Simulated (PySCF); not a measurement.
Mo(NH)(F)3(Cl) (ClF3HMoN), SMILES [Mo]([F])([F])([F])(=[NH])[Cl], multiplicity 1.

The structure is a stationary point at B3LYP-D3(BJ)/def2-SVP. The spin state was assumed, not searched. The structure was generated by enumeration; whether it is a known compound was not checked. The def2 effective core potentials stand for the cores of Mo; spin–orbit coupling is left out.

Level of theory: B3LYP-D3(BJ)/def2-SVP (PySCF 2.14.0).

Frequencies are harmonic and unscaled.

| mode | ν (cm⁻¹) | IR (km/mol) | Raman (Å⁴/amu) | depolarisation | moving atoms (share of kinetic energy) |
|---|---|---|---|---|---|
| 1 | 99 | 0.0 | 1.0 | 0.75 | F 76 %, Cl 20 % |
| 2 | 190 | 3.4 | 1.0 | 0.75 | F 49 %, Cl 35 %, Mo 15 % |
| 3 | 219 | 21.8 | 3.0 | 0.72 | F 59 %, N 19 %, Mo 10 %, Cl 9 % |
| 4 | 246 | 5.2 | 1.7 | 0.60 | F 55 %, Mo 23 %, N 10 % |
| 5 | 266 | 10.6 | 3.8 | 0.72 | F 38 %, N 28 %, Mo 12 %, H 12 %, Cl 10 % |
| 6 | 280 | 12.2 | 6.0 | 0.75 | N 39 %, H 28 %, F 26 % |
| 7 | 314 | 2.5 | 2.2 | 0.75 | F 94 % |
| 8 | 382 | 39.5 | 6.4 | 0.20 | Cl 70 %, Mo 21 % |
| 9 | 486 | 114.9 | 0.5 | 0.75 | H 66 %, N 30 % |
| 10 | 533 | 131.7 | 0.8 | 0.75 | H 72 %, N 24 % |
| 11 | 635 | 51.2 | 4.5 | 0.18 | F 91 % |
| 12 | 700 | 165.4 | 13.3 | 0.06 | F 86 %, Mo 13 % |
| 13 | 713 | 246.3 | 0.4 | 0.75 | F 71 %, Mo 28 % |
| 14 | 1098 | 78.9 | 31.7 | 0.14 | N 78 %, Mo 15 % |
| 15 | 3610 | 382.9 | 135.8 | 0.37 | H 92 % |
